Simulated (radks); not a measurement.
Values are calculated unless marked as measured or tabulated.
All-electron atom: Ag in [Kr] 4d10 5p1 (not the ground configuration). Code: a radial shooting solver on a logarithmic mesh with Libxc functionals. Model: Dirac Kohn-Sham, PBEsol, spin-unpolarised, spherical densities, finite nucleus; open shells are shared between the two j in proportion to 2j + 1; Fermi nuclear charge, rms radius 4.5454 fm.

Normalised radial functions P(r) = r R(r) (large component), r in bohr:

```
   r/bohr * 4s1/2, o 5p1/2 (the largest magnitude, 1.22, reaches the edge; | marks zero, & curves that meet)
 0.002296                             o *
 0.003112                             o  *
 0.004252                             o  *
 0.005762                             o   *
  0.00781                             o    *
  0.01067                             o     *
  0.01446                             o     *
  0.01975                             |o    *
  0.02677                             |o  *
  0.03628                             |&
  0.04957                          *  |o
  0.06718                     *       | o
  0.09178                   *         |o
   0.1244                      *      o
   0.1686                            o|  *
   0.2303                           o |            *
   0.3121                           o |             *
    0.423                             o *
   0.5779            *                |  o
   0.7832  *                          |   o
     1.07       *                     | o
     1.45                  *       o  |
    1.965                      o  *   |
    2.685                   o        *|
    3.639                  o          *
    4.931                    o        *
    6.737                       o     *
     9.13                          o  *
    12.47                            o*
    16.91                             &
```

4s1/2: eigenvalue -96.936 eV, 3 radial nodes at r = 0.0391, 0.157, 0.439 bohr, <r> = 0.912 bohr, 90 % of the charge inside 1.33 bohr. 5p1/2: eigenvalue -1.782 eV, 3 radial nodes at r = 0.135, 0.424, 1.22 bohr, <r> = 4.60 bohr, 90 % of the charge inside 7.32 bohr.
